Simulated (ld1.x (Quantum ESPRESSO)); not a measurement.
# Logarithmic derivatives: Ba, TM

ld1.x (Quantum ESPRESSO) 7.5 input, shortened:

```
&input
   title='Ba', zed=56., rel=2, dft='PBE', iswitch=3,
   config='[Xe] 5d1 6s1 6p0', rel_dist='average'
 /
 &inputp
   pseudotype=2, tm=.true., lloc=0,
   nlcc=.false.
 /
3
5P  2  1   6.00   0.00  1.85  1.85  0.0
5D  3  2   1.00   0.00  3.15  3.15  0.0
6S  1  0   1.00   0.00  4.20  4.20  0.0
 &test
   configts(1)='5p6 5d1 6s1 6p0'
 /
```

Open shells are filled in proportion to 2j + 1 (rel_dist='average').

The phase is arctan(r·u′/u) with u = r·R(r), unwrapped; energies in Ry, scanned from -3 to 5 Ry. A pole is an energy at which the radial function vanishes at the test radius. The pseudo phase is shifted by a multiple of π to meet the all-electron one at the reference energy, and phase errors are pseudo minus all-electron; the curves can meet again beyond the range given. Levels narrower than the energy grid can be missing from the lists of poles.

| channel | radius (bohr) | reference energy (Ry) | poles, all-electron | poles, pseudo | unbroken range about the reference energy with phases within 0.05 rad | phase error 1 Ry above the reference energy (rad) |
| --- | --- | --- | --- | --- | --- | --- |
| s | 4.57 | -0.20 | -2.37, 0.49, 3.50 | 0.45, 2.28, 4.61 | -2.4 to 0.9 | -0.038 |
| p1/2 | 4.57 | -1.40 | -1.38, 0.99, 4.13 | -1.38, 1.54 | below -0.4 | +0.043 |
| p3/2 | 4.57 | -1.25 | -1.23, 1.09, 4.29 | -1.23, 1.62 | below -0.3 | +0.067 |
| d3/2 | 4.57 | -0.10 | 0.11, 2.17 | 0.12, 2.71 | below 0.5 | +0.465 |
| d5/2 | 4.57 | -0.10 | 0.13, 2.19 | 0.13, 2.73 | below 0.6 | +0.420 |

Phases in the d5/2 channel:

```tsv
E (Ry)	all-electron	pseudo
-3.00	1.443	1.443
-2.76	1.437	1.437
-2.52	1.431	1.431
-2.28	1.423	1.423
-2.04	1.415	1.415
-1.80	1.404	1.404
-1.56	1.391	1.391
-1.32	1.373	1.374
-1.08	1.350	1.351
-0.84	1.315	1.316
-0.60	1.251	1.254
-0.36	1.084	1.088
-0.12	-0.437	-0.436
0.12	-1.564	-1.556
0.36	-1.751	-1.731
0.60	-1.928	-1.869
0.84	-2.369	-2.109
1.08	-3.771	-2.877
1.32	-4.376	-4.037
1.56	-4.550	-4.400
1.80	-4.633	-4.536
2.04	-4.685	-4.608
2.28	-4.726	-4.654
2.52	-4.763	-4.688
2.76	-4.804	-4.715
3.00	-4.856	-4.740
3.24	-4.944	-4.764
3.48	-5.154	-4.790
3.72	-6.144	-4.822
3.96	-7.368	-4.864
4.20	-7.620	-4.932
4.44	-7.713	-5.070
4.68	-7.763	-5.511
4.92	-7.795	-6.918
```
